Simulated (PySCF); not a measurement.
# Working out the ionisation energy of Te

Te [Kr] 4d10 5s2 5p4 (3P) → Te⁺ [Kr] 4d10 5s2 5p3 (4S). Calculation: PySCF 2.14, in cc-pVDZ-PP with ECP28MDF (4s3p2d, 23 functions); scalar relativity through the core potential. Frozen: 4s2 4p6 4d10. Energies in hartree (1 hartree = 27.21139 eV):

```csv
part,Te (lower),Te⁺ (upper)
UHF,-266.997329,-266.714374
CCSD correlation,-0.073958,-0.059886
(T),-0.000734,-0.000534
```

Task: What does Hartree-Fock give?

Result: (-266.714374) − (-266.997329) = 0.282955 hartree = 7.700 eV.

Task: What do CCSD and CCSD(T) give?

Result: The CCSD correlation energies differ by 0.014072 hartree = 0.383 eV and the triples by 0.000200 hartree = 0.005 eV, so CCSD gives 8.083 eV and CCSD(T) 8.088 eV.

Measured between the centres of the two terms (NIST): 8.749 eV, so CCSD(T) (valence) is off by -0.661 eV.

A double-zeta basis recovers only part of the correlation energy.

What remains against the reference includes basis incompleteness, the frozen core and higher excitations.
